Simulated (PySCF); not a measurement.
All of these have the formula C6H8FN. The calculation used TDDFT wB97X-D/def2-SVPD, vertical, gas phase, core orbitals frozen in the response in PySCF. Geometries: GFN2-xTB; one conformer of each isolated species. Triplets are in the Tamm–Dancoff approximation. 'Strongest' means the level of largest summed f among the lowest 8 singlets; it needn't be the same kind of state in each.

Task: Rank by computed lowest singlet excitation energy, lowest first.
A. `C[C@@H]1C[C@@H](C#N)[C@H]1F`
B. `C[C@@H]1CC[C@@]1(F)C#N`
C. `N#C[C@@H]1CCC[C@@H]1F`
D. `C=C=C/C(=C\F)CN`

Result: D (5.57 eV), B (7.14 eV), A (7.69 eV), C (7.84 eV).

| SMILES | S1 (eV) | gap (eV) | HOMO (eV) | α (au) | strongest (eV) | S1 mainly |
| --- | --- | --- | --- | --- | --- | --- |
| C=C=C/C(=C\F)CN | 5.57 | 9.45 | -8.48 | 87.8 | 5.88 | H→L+1 (61%) |
| C[C@@H]1CC[C@@]1(F)C#N | 7.14 | 12.47 | -10.92 | 71.1 | 8.90 | H→L (68%) |
| C[C@@H]1C[C@@H](C#N)[C@H]1F | 7.69 | 12.71 | -10.82 | 71.3 | 8.83 | H→L+1 (17%) |
| N#C[C@@H]1CCC[C@@H]1F | 7.84 | 12.97 | -11.07 | 70.6 | 9.18 | H-1→L+1 (25%) |

H and L stand for HOMO and LUMO.

- `C=C=C/C(=C\F)CN`: Löwdin shares by element: HOMO carbon 76% or more (atoms not listed hold the other 24%); LUMO carbon 73% or more (atoms not listed hold the other 27%).
- `C[C@@H]1CC[C@@]1(F)C#N`: Löwdin shares by element: HOMO carbon 46% or more, nitrogen 14% (atoms not listed hold the other 39%); LUMO carbon 38% or more, nitrogen 25%, fluorine 11% (atoms not listed hold the other 26%).
- `C[C@@H]1C[C@@H](C#N)[C@H]1F`: Löwdin shares by element: HOMO carbon 38% or more, nitrogen 19% (atoms not listed hold the other 43%); LUMO hydrogen 36% or more, carbon 13% or more (atoms not listed hold the other 52%).
- `N#C[C@@H]1CCC[C@@H]1F`: Löwdin shares by element: HOMO carbon 43% or more, nitrogen 33% (atoms not listed hold the other 24%); LUMO hydrogen 23% or more, carbon 20% or more (atoms not listed hold the other 57%).
